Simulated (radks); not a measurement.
Mg2+, configuration 1s1.5 2s2 2p6 3s0.5 (fractional occupations, a model configuration). Calculated with a radial shooting solver on a logarithmic mesh with Libxc functionals: scalar-relativistic Kohn-Sham, r2SCAN, spin-polarised, spherical densities, finite nucleus; open shells are filled with parallel spins first; meta-GGA in the generalised Kohn-Sham scheme; Fermi nuclear charge, rms radius 3.057 fm.

Unscreened Slater integrals over Kohn-Sham orbitals (hartree). They are taken over the spin-up orbitals. Empty in this configuration: 3p.

integral      value
F0(3s,3s)   0.37376
F0(3s,2p)   0.49206
G1(3s,2p)  0.033192
F0(3s,2s)   0.48975
G0(3s,2s)  0.026269
F0(3s,1s)   0.53176
G0(3s,1s)  0.012103
F0(3s,3p)   0.34901
G1(3s,3p)   0.23449
F0(2p,2p)    1.4504
F2(2p,2p)   0.66048
F0(2p,2s)    1.3976
G1(2p,2s)   0.83420
F0(2p,1s)    2.0588
G1(2p,1s)   0.27320
F0(2p,3p)   0.44182
F2(2p,3p)  0.067846
G0(2p,3p)  0.028661
G2(2p,3p)  0.027162
F0(2s,2s)    1.3645
F0(2s,1s)    1.9344
G0(2s,1s)   0.15250
F0(2s,3p)   0.43871
G1(2s,3p)  0.022343
F0(1s,1s)    7.3176
F0(1s,3p)   0.47866
G1(1s,3p)  0.018606
F0(3p,3p)   0.32914
F2(3p,3p)   0.17193
